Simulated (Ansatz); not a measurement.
```xyz
14

C    -1.3478    0.9442    1.4870
O    -0.9667   -0.1922    0.7441
Ge    0.4062   -0.1010   -0.3696
C     0.8482   -1.9010   -0.8752
O     1.7818    0.7098    0.3839
O    -0.0203    0.9962   -1.7026
H    -0.5389    1.2932    2.1385
H    -2.1995    0.6678    2.1124
H    -1.6534    1.7760    0.8401
H     1.2720   -2.4221   -0.0167
H     1.5771   -1.8881   -1.6849
H    -0.0500   -2.4251   -1.2014
H     1.8282    1.6321    0.1188
H    -0.9370    0.9102   -1.9742
```

The species carries charge 0 and has multiplicity 1.

Problem. List the r2SCAN/def2-TZVPP orbital energies in eV (Ansatz). (Estimate.)

Solution. Ansatz gave: Occupied: -10834.79, -1349.73, -1199.80, -1199.79, -1199.77, -515.66, -515.59, -515.54, -274.12, -273.18, -168.10, -117.84, -117.82, -117.74, -31.33, -31.31, -31.11, -31.04, -31.04, -26.40, -25.65, -25.40, -18.57, -17.34, -14.07, -12.56, -12.15, -11.13, -11.10, -10.58, -10.47, -9.60, -9.00, -8.65, -7.80, -7.57, -7.16, -6.69. Lowest empty: -0.04, 1.08, 1.53, 1.95, 2.41, 2.78, 2.97, 3.22.
